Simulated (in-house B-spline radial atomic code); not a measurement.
**Hf III (Hf2+): [Xe] 4f14 5d2**

Level of theory: Dirac-Kohn-Sham wB97X, spherical fractional occupations, Fermi nucleus of rms radius 5.347 fm; calculated with a radial B-spline atomic code at the basis-set limit.

Screening seen three ways: the hydrogenic charge with the same mean radius, Z_r = [3n² - l(l+1)]/(2<r>), the one with the same energy, Z_e = n√(-2ε), and Slater's rules. Values are occupation-weighted means over j. An effective charge above Z reflects the relativistic contraction of the inner shells.

```csv
shell,electrons,ε (eV),<r> (bohr),Z_r,Z_e,Slater
1s,2,-65291,0.01899,78.99,69.27,71.70
2s,2,-11198,0.07976,75.22,57.38,67.85
2p,6,-9898.1,0.07128,70.14,53.94,67.85
3s,2,-2575.7,0.2081,64.87,41.28,60.75
3p,6,-2181,0.2076,60.21,37.98,60.75
3d,10,-1683.6,0.189,55.56,33.37,50.85
4s,2,-539.15,0.4683,51.25,25.18,44.25
4p,6,-408.02,0.4966,46.32,21.90,44.25
4d,10,-230.7,0.5357,39.20,16.47,32.85
5s,2,-88.331,1.141,32.87,12.74,14.35
5p,6,-56.181,1.338,27.29,10.16,14.35
4f,14,-38.254,0.673,26.75,6.71,21.45
5d,2,-14.527,2.187,15.78,5.17,3.65
```

The least bound orbital is 5d5/2 at -14.33 eV, and it is also the most diffuse (<r> = 2.213 bohr).

Spin-orbit splittings of the orbital energies (j = l + 1/2 above j = l - 1/2 when positive): 2p 1192 eV, 3p 256.2 eV, 3d 55.79 eV, 4p 58.72 eV, 4d 10.79 eV, 5p 7.944 eV, 4f 1.787 eV, 5d 0.4826 eV.

For the 1s electron the small component carries 7.33 % of the norm, the zero-frequency Breit interaction raises the level by 222.2 eV, self-energy by 137.7 eV, and vacuum polarisation lowers it by 25.29 eV.

Caution: exact exchange at fractional occupations of open shells leaves self-interaction of up to several eV.
